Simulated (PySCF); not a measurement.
C3H14Si3.
Numbering: `[SiH3:1][CH2:2][CH:3]([SiH3:4])[CH2:5][SiH3:6]` (hydrogens: H7, H8, H9 on Si1; H10, H11 on C2; H12 on C3; H13, H14, H15 on Si4; H16, H17 on C5; H18, H19, H20 on Si6)

Level: PBE0/def2-SVPD in PySCF, non-relativistic, on one gas-phase PBE0-D3(BJ)/def2-SVP geometry that isn't relaxed in the solvent. The solvent is an IEF-PCM continuum (van der Waals radii × 1.2), and excitations are vertical TDDFT with non-equilibrium linear response and a frozen core. Only the electrostatic response of the medium enters.

Gas-phase singlets (H = HOMO, L = LUMO):

```
state  E (eV)  λ (nm)      f  leading configurations
   S1   6.732     184  0.001                 H→L 97%
   S2   7.360     168  0.004     H→L+1 85%, H→L+2 8%
   S3   7.416     167  0.085               H→L+2 82%
   S4   7.489     166  0.012               H→L+3 87%
   S5   7.709     161  0.007               H-1→L 93%
```

Give the list for tetrahydrofuran (ε = 7.426), n² = 1.97.

| state | E (eV) | λ (nm) | f | leading configurations | change by rank (eV) |
| --- | --- | --- | --- | --- | --- |
| S1 | 6.718 | 185 | 0.001 | H→L 96% | -0.014 |
| S2 | 7.272 | 171 | 0.009 | H→L+1 87% | -0.088 |
| S3 | 7.348 | 169 | 0.165 | H→L+2 83% | -0.068 |
| S4 | 7.428 | 167 | 0.013 | H→L+3 90% | -0.061 |
| S5 | 7.689 | 161 | 0.034 | H-1→L 87% | -0.020 |

How do the frontier levels move from gas to tetrahydrofuran?

```csv
orbital,gas (eV),solvent (eV),change (eV)
LUMO+2,0.69,0.82,+0.13
LUMO+1,0.60,0.70,+0.10
LUMO,0.05,0.24,+0.19
HOMO,-7.79,-7.60,+0.19
HOMO-1,-8.75,-8.55,+0.20
HOMO-2,-9.25,-9.11,+0.14
HOMO-3,-9.26,-9.13,+0.13
```

The HOMO–LUMO gap goes from 7.85 to 7.84 eV. Rows go by rank; for HOMO-3 and HOMO-2 the atom shares or the degeneracy differ between the runs, so the row needn't follow one orbital.

The values belong to the conformer `[SiH3:1][CH2:2][CH:3]([SiH3:4])[CH2:5][SiH3:6]`: Si1–C2–C3–Si4 -175°, C2–C3–C5–Si6 60°.
